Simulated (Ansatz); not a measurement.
Frontier orbitals of BH4NSSi (`NB1[SiH2]S1`).

Charge 0, multiplicity 1. The geometry is a stationary point of PBE0-D4/def2-TZVP. It is one conformer, not always the lowest. Basis def2-TZVPP, Ansatz.

```json
{"functional": "PBE", "HOMO (eV)": "-5.86", "LUMO (eV)": "-1.24", "gap (eV)": "4.62"}
{"functional": "PBE0", "HOMO (eV)": "-6.93", "LUMO (eV)": "-0.35", "gap (eV)": "6.58"}
{"functional": "B3LYP", "HOMO (eV)": "-6.72", "LUMO (eV)": "-0.49", "gap (eV)": "6.23"}
{"functional": "r2SCANh", "HOMO (eV)": "-6.46", "LUMO (eV)": "-0.72", "gap (eV)": "5.74"}
{"functional": "CAM-B3LYP", "HOMO (eV)": "-8.18", "LUMO (eV)": "0.80", "gap (eV)": "8.98"}
{"functional": "ωB97X-V", "HOMO (eV)": "-9.15", "LUMO (eV)": "1.80", "gap (eV)": "10.95"}
{"functional": "ωB97M-V", "HOMO (eV)": "-8.96", "LUMO (eV)": "1.54", "gap (eV)": "10.50"}
```

Against PBE, PBE0 changes HOMO and LUMO by −1.07 and +0.89 eV, ωB97M-V by −3.10 and +2.78 eV. A gap of 4.61 eV thus becomes 10.50 eV for the same molecule, so an orbital gap means little without its functional. A positive LUMO is unbound and depends on the basis.

B3LYP here is the variant with VWN-RPA as its local correlation; programs differ in this.
